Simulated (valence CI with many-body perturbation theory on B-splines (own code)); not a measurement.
**Energy levels of Au XLVI**

Computed by relativistic CI+MBPT: six valence electrons over a frozen Dirac-Fock core [Ar] 3d10, radial functions for each j: 9 s, 9 p, 8 d, 6 f, 3 g, 1 h, with the one-electron correlation potential Σ1 (screened to all orders), the two-electron term Σ2, the three-electron term Σ3, Breit, model QED; selected single and double excitations, second order for the rest, scaled by the run's own slope (own B-spline code, finite nucleus).

No measured spectrum was set against this ion. As an estimate, large intervals hold to a few tenths of a per cent, small ones and those within an open d or f shell to about a per cent. Among the levels kept, up to 660 cm⁻¹ of a level comes from second order outside the variational space, and about a tenth of that is noise between levels of different J, which matters for small intervals.

Levels 1 to 39 of 39, with energies above the lowest level, (4s^2 4p1/2^2 4p3/2^2) J=2. "Leading %" is the weight of the configuration and term that name the level; weights of strongly mixed levels are sums over their largest components and can fall short, and the name can then belong to a minority configuration. In the jj column 3d3/2^4 stands for four electrons in 3d with j = 3/2.

| No. | Configuration | Term | J | E (eV) | Leading % | Second component | Leading jj | g |
| --- | --- | --- | --- | --- | --- | --- | --- | --- |
| 1 | 4s²4p⁴ | ³P | 2 | 0.00 | 68 | 31 % 4s²4p⁴ ¹D | 4s^2 4p1/2^2 4p3/2^2 (99 %) | 1.340 |
| 2 | 4s²4p⁴ | ¹S | 0 | 9.75 | 63 | 36 % 4s²4p⁴ ³P | 4s^2 4p1/2^2 4p3/2^2 (99 %) |  |
| 3 | 4s²4p⁴ | ³P | 1 | 131.69 | 99 |  | 4s^2 4p1/2 4p3/2^3 (99 %) | 1.496 |
| 4 | 4s²4p⁴ | ¹D | 2 | 136.57 | 68 | 31 % 4s²4p⁴ ³P | 4s^2 4p1/2 4p3/2^3 (99 %) | 1.149 |
| 5 | 4s²4p³4d | ³D° | 2 | 171.34 | 31 | 20 % 4s²4p³4d ³F° | 4s^2 4p1/2^2 4p3/2 4d3/2 (98 %) | 1.048 |
| 6 | 4s²4p³4d | ³P° | 0 | 174.60 | 60 | 28 % 4s²4p³4d ⁵D° | 4s^2 4p1/2^2 4p3/2 4d3/2 (99 %) |  |
| 7 | 4s²4p³4d | ³D° | 1 | 174.86 | 30 | 28 % 4s²4p³4d ³P° | 4s^2 4p1/2^2 4p3/2 4d3/2 (97 %) | 1.130 |
| 8 | 4s²4p³4d | ³F° | 3 | 175.66 | 28 | 20 % 4s²4p³4d ³G° | 4s^2 4p1/2^2 4p3/2 4d3/2 (96 %) | 1.107 |
| 9 | 4s²4p³4d | ³F° | 4 | 201.52 | 49 | 27 % 4s²4p³4d ⁵D° | 4s^2 4p1/2^2 4p3/2 4d5/2 (99 %) | 1.261 |
| 10 | 4s²4p³4d | ³P° | 2 | 203.79 | 33 | 28 % 4s²4p³4d ³D° | 4s^2 4p1/2^2 4p3/2 4d5/2 (92 %) | 1.263 |
| 11 | 4s²4p³4d | ³D° | 3 | 216.63 | 39 | 18 % 4s²4p³4d ³F° | 4s^2 4p1/2^2 4p3/2 4d5/2 (93 %) | 1.193 |
| 12 | 4s²4p³4d | ³D° | 1 | 220.56 | 35 | 30 % 4s²4p³4d ³P° | 4s^2 4p1/2^2 4p3/2 4d5/2 (95 %) | 1.057 |
| 13 | 4s4p⁵ | ³P° | 2 | 248.83 | 86 |  | 4s 4p1/2^2 4p3/2^3 (86 %) | 1.469 |
| 14 | 4s4p⁵ | ¹P° | 1 | 261.77 | 48 | 36 % 4s4p⁵ ³P° | 4s 4p1/2^2 4p3/2^3 (83 %) | 1.169 |
| 15 | 4s²4p⁴ | ³P | 0 | 272.13 | 62 | 36 % 4s²4p⁴ ¹S | 4s^2 4p3/2^4 (98 %) |  |
| 16 | 4s²4p³4d | ³D° | 1 | 298.14 | 46 | 40 % 4s²4p³4d ⁵D° | 4s^2 4p1/2 4p3/2^2 4d3/2 (96 %) | 0.992 |
| 17 | 4s²4p³4d | ³F° | 2 | 298.19 | 44 | 29 % 4s²4p³4d ⁵D° | 4s^2 4p1/2 4p3/2^2 4d3/2 (97 %) | 1.034 |
| 18 | 4s²4p³4d | ⁵D° | 0 | 298.57 | 52 | 27 % 4s²4p³4d ¹S° | 4s^2 4p1/2 4p3/2^2 4d3/2 (96 %) |  |
| 19 | 4s²4p³4d | ³F° | 3 | 302.35 | 32 | 31 % 4s²4p³4d ³G° | 4s^2 4p1/2 4p3/2^2 4d3/2 (96 %) | 1.087 |
| 20 | 4s²4p³4d | ³G° | 4 | 306.92 | 50 | 35 % 4s²4p³4d ¹G° | 4s^2 4p1/2 4p3/2^2 4d3/2 (98 %) | 1.054 |
| 21 | 4s²4p³4d | ³F° | 2 | 312.92 | 64 | 23 % 4s²4p³4d ¹D° | 4s^2 4p1/2 4p3/2^2 4d3/2 (96 %) | 0.822 |
| 22 | 4s²4p³4d | ³D° | 3 | 322.40 | 49 | 20 % 4s²4p³4d ¹F° | 4s^2 4p1/2 4p3/2^2 4d3/2 (84 %) | 1.243 |
| 23 | 4s²4p³4d | ³P° | 2 | 323.57 | 39 | 24 % 4s²4p³4d ³D° | 4s^2 4p1/2 4p3/2^2 4d3/2 (90 %) | 1.271 |
| 24 | 4s²4p³4d | ³S° | 1 | 324.58 | 37 | 28 % 4s²4p³4d ³P° | 4s^2 4p1/2 4p3/2^2 4d3/2 (87 %) | 1.496 |
| 25 | 4s²4p³4d | ³D° | 3 | 326.93 | 50 | 26 % 4s²4p³4d ³F° | 4s^2 4p1/2 4p3/2^2 4d5/2 (89 %) | 1.257 |
| 26 | 4s²4p³4d | ⁵D° | 4 | 326.95 | 52 | 21 % 4s²4p³4d ³G° | 4s^2 4p1/2 4p3/2^2 4d5/2 (99 %) | 1.299 |
| 27 | 4s²4p³4d | ³D° | 1 | 332.64 | 40 | 23 % 4s²4p³4d ¹P° | 4s^2 4p1/2 4p3/2^2 4d3/2 (61 %) | 0.925 |
| 28 | 4s²4p³4d | ³F° | 4 | 333.28 | 70 | 28 % 4s²4p³4d ¹G° | 4s^2 4p1/2 4p3/2^2 4d5/2 (98 %) | 1.179 |
| 29 | 4s²4p³4d | ¹S° | 0 | 334.09 | 48 | 44 % 4s²4p³4d ³P° | 4s^2 4p1/2 4p3/2^2 4d5/2 (91 %) |  |
| 30 | 4s²4p³4d | ³D° | 1 | 334.10 | 36 | 20 % 4s²4p³4d ¹P° | 4s^2 4p1/2 4p3/2^2 4d5/2 (61 %) | 0.959 |
| 31 | 4s²4p³4d | ³G° | 5 | 335.08 | 99 |  | 4s^2 4p1/2 4p3/2^2 4d5/2 (99 %) | 1.195 |
| 32 | 4s²4p³4d | ³D° | 2 | 343.65 | 44 | 39 % 4s²4p³4d ³P° | 4s^2 4p1/2 4p3/2^2 4d5/2 (98 %) | 1.279 |
| 33 | 4s²4p²4d² | ³F | 2 | 345.76 | 38 | 24 % 4s²4p²4d² ⁵G | 4s^2 4p1/2^2 4d3/2^2 (97 %) | 0.757 |
| 34 | 4s²4p³4d | ¹F° | 3 | 347.32 | 36 | 33 % 4s²4p³4d ³F° | 4s^2 4p1/2 4p3/2^2 4d5/2 (99 %) | 1.122 |
| 35 | 4s²4p³4d | ³D° | 2 | 351.48 | 44 | 18 % 4s²4p³4d ¹D° | 4s^2 4p1/2 4p3/2^2 4d5/2 (93 %) | 1.083 |
| 36 | 4s²4p³4d | ³S° | 1 | 352.98 | 31 | 28 % 4s²4p³4d ¹P° | 4s^2 4p1/2 4p3/2^2 4d5/2 (90 %) | 1.271 |
| 37 | 4s²4p²4d² | ³P | 0 | 355.42 | 57 | 29 % 4s²4p²4d² ⁵D | 4s^2 4p1/2^2 4d3/2^2 (95 %) |  |
| 38 | 4s²4p³4d | ¹F° | 3 | 356.67 | 46 | 17 % 4s²4p³4d ³D° | 4s^2 4p1/2 4p3/2^2 4d5/2 (91 %) | 1.079 |
| 39 | 4s²4p³4d | ³P° | 2 | 358.96 | 41 | 34 % 4s²4p³4d ¹D° | 4s^2 4p1/2 4p3/2^2 4d5/2 (92 %) | 1.236 |

Where two levels of one J and parity lie close, their mixing, g and order are uncertain.

The ionisation energy to 4s²4p³ ²P°3/2 of the next ion comes out as 2385.8 eV (NIST: 2383 ± 4 eV (theoretical)). All 39 levels together are meant to be complete up to 367.10 eV.
